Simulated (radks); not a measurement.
Spherical quantum dot in the effective-mass picture: electrons in a parabolic well V = omega^2 r^2 / 2 with omega = 0.907, with a point charge +1 (a donor) at the centre, all in effective atomic units (hartree* = m*/eps^2 hartree, bohr* = eps/m* bohr), one dielectric constant everywhere. Calculated with a radial shooting solver with Libxc functionals: non-relativistic Kohn-Sham, exchange-only LDA, spin-polarised, spherical densities. Levels are named by radial order and angular momentum (1s, 1p, 1d, 2s, ...), and open shells are averaged over m.

N = 13, configuration 1s2 1p6 1d(up 3, down 0) 2s2. This is the lowest configuration that the search found. Occupied and some empty levels:

| level | occupation | eigenvalue (hartree*) | <r> (bohr*) |
|---|---|---|---|
| 1s up | 1 | 6.6648 | 1.406 |
| 1s down | 1 | 6.7094 | 1.370 |
| 1p up | 3 | 7.2838 | 1.997 |
| 1p down | 3 | 7.3567 | 1.985 |
| 2s up | 1 | 7.7665 | 1.955 |
| 2s down | 1 | 7.8206 | 1.977 |
| 1d up | 3 | 7.8554 | 2.310 |
| 1d down | 0 | 7.9347 | 2.311 |
| 1f up | 0 | 8.4702 | 2.553 |
| 1f down | 0 | 8.5487 | 2.562 |
| 2p up | 0 | 8.6017 | 2.280 |
| 2p down | 0 | 8.6536 | 2.287 |
| 1g up | 0 | 9.1267 | 2.763 |
| 1g down | 0 | 9.2008 | 2.775 |

Energy (hartree*): total 59.7719, kinetic 11.214, external 15.103, Hartree 38.288, exchange-correlation -4.8322.

Electron density:

| r (bohr*) | n(r) (e/bohr*^3) |
|---|---|
| 0.190 | 0.9268 |
| 0.507 | 0.5011 |
| 0.824 | 0.2952 |
| 1.14 | 0.2085 |
| 1.46 | 0.1770 |
| 1.78 | 0.1571 |
| 2.09 | 0.1271 |
| 2.41 | 0.08691 |
| 2.73 | 0.04863 |
| 3.04 | 0.02193 |
| 3.36 | 0.007921 |
| 3.68 | 0.002283 |
| 4.00 | 0.0005301 |
